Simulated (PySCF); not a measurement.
Hydrogen diatomic, H₂, SMILES [H][H], point group D∞h.

Level: B3LYP/pcSseg-2 in PySCF (density fitting, grid level 2); geometry and Hessian at that level, cubic constants and property derivatives from steps of ±0.6 along each species' dimensionless normal coordinates, second-order vibrational perturbation theory. The parent has the commonest isotopes.

Equilibrium geometry (Å):

```csv
atom,x,y,z
H1,0.3766,-0.0120,-0.0108
H2,-0.3655,0.0171,-0.0458
```

An isotope shift is δ(isotopologue) − δ(parent), that is, the negative of the change in the averaged GIAO shielding; n counts bonds from the nearest label (0: the labelled atom itself). These are computed values; those of heavy atoms are rounded to 5 ppb, about the numerical noise.

Question: What isotope shifts arise with ²H at 1?

Answer: 
```csv
nucleus,n,0 K (ppb),298.15 K (ppb)
H1,0,-46,-46
H2,1,-46,-46
```

Question: What isotope shifts arise with ²H at 1, ²H at 2?

Answer: 
```
nucleus  n  0 K (ppb)  298.15 K (ppb)
     H1  0       -100            -100
     H2  0       -100            -100
```
